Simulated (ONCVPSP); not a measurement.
# u(r) = r·R(r): atom against pseudo-atom (phosphorus)

Columns: radius, all-electron u(r) and pseudo u(r) of the 3s shell (level -18.41 eV) of phosphorus in the configuration [Ne] 3s2 3p2.5; revPBE, scalar-relativistic, ONCV scheme, ONCVPSP 4.0.1.

| r (bohr) | all-electron | pseudo |
| --- | --- | --- |
| 0.093 | 0.1386 | 0.0100 |
| 0.185 | -0.1471 | 0.0243 |
| 0.278 | -0.3387 | 0.0472 |
| 0.370 | -0.3770 | 0.0811 |
| 0.463 | -0.3042 | 0.1283 |
| 0.555 | -0.1705 | 0.1874 |
| 0.648 | -0.0098 | 0.2580 |
| 0.740 | 0.1511 | 0.3356 |
| 0.833 | 0.3019 | 0.4182 |
| 0.925 | 0.4323 | 0.4997 |
| 1.018 | 0.5426 | 0.5775 |
| 1.110 | 0.6306 | 0.6462 |
| 1.203 | 0.6993 | 0.7044 |
| 1.295 | 0.7486 | 0.7495 |
| 1.388 | 0.7814 | 0.7814 |
| 1.480 | 0.7990 | 0.7990 |
| 1.573 | 0.8041 | 0.8041 |
| 1.665 | 0.7986 | 0.7986 |
| 1.758 | 0.7845 | 0.7845 |
| 1.850 | 0.7638 | 0.7638 |
| 1.943 | 0.7376 | 0.7376 |
| 2.035 | 0.7079 | 0.7079 |
| 2.128 | 0.6751 | 0.6751 |
| 2.220 | 0.6409 | 0.6409 |
| 2.313 | 0.6054 | 0.6054 |
| 2.405 | 0.5700 | 0.5700 |

**Question.** How many radial nodes do the two functions have?

**Answer.** The all-electron 3s function has n − l − 1 = 2; the pseudo-wave has 0, since the states of the same l below it are removed with the core.

**Question.** At about which radius was the pseudo-wave matched?

**Answer.** 1.40 bohr, where the columns begin to agree (steps of 0.09 bohr).

**Question.** Where does each function peak?

**Answer.** Outermost all-electron maximum near 1.57 bohr, pseudo maximum near 1.57 bohr (to the table’s step).

**Question.** Is the pseudo-wave norm-conserving?

**Answer.** Yes: the ONCV scheme keeps the norm inside the radius equal to the all-electron one, which fixes the energy derivative of the logarithmic derivative at the level.
